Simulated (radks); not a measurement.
Task: These are the eigenvalues of the occupied orbitals of an atom or ion with whole-number occupations (Ry). All-electron calculation, scalar-relativistic Kohn-Sham, AM05, spin-unpolarised, spherical densities, point nucleus. Program: a radial shooting solver on a logarithmic mesh with Libxc functionals.

1s: -1458.644
2s: -209.1692
2p: -187.4578
3s: -38.53541
3p: -31.42312
3d: -19.83717
4s: -8.17188
4p: -6.21856
4d: -3.40073

Which element is it, and in what charge state? The configuration may be excited.

Result: Z = 42, molybdenum, charge +4: Mo4+ in [Kr] 4d2. The list shows which subshells hold electrons but not how many an open one holds; the 1s level, -729.32 hartree, gives Z - s = 38.2 by -(Z - s)^2/2, which with screening and relativity narrows Z to a few neighbours, and the depths of the outer levels then fix element, charge and occupations together.
